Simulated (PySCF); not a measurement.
Predicted microwave data (PySCF, PBE0-D3(BJ)/def2-SVP geometry optimisation, gas phase) for one isomer of [C6H12N]+:

- Rotational constants: A = 4602, B = 1645, C = 1637 MHz
- Dipole components (about the centre of mass): |μa| = 1.75 D, |μb| = 0.67 D, |μc| = 0.00 D
- Inertial defect: -108.31 u·Å²
- κ: -0.99

Question: Which candidate fits, each taken in the one conformer that was computed?
A. `[CH2:1]=[CH:2][CH2:3][CH2:4][N+:5](=[CH2:6])[CH3:7]` (charge +1) with C1–C2–C3–C4 94°, C2–C3–C4–N5 55°, C3–C4–N5–C6 -93°
B. `C=C=C[N+](C)(C)C`

Answer: B. It is C=C=C[N+](C)(C)C. The candidates at the same level (rigid rotor, commonest isotopes):

```
          SMILES  A (MHz)  B (MHz)  C (MHz)  μa (D)  μb (D)  μc (D)  Δ (u·Å²)  point group           rotor
C=C=C[N+](C)(C)C     4602     1645     1637    1.75    0.67    0.00   -108.31            –               –
  C=CCC[N+](=C)C     4635     1650     1452    3.99    1.32    0.58    -67.25           C1  asymmetric top
```

`C=CCC[N+](=C)C` has C 11 % too low. No structure here is proved a minimum.
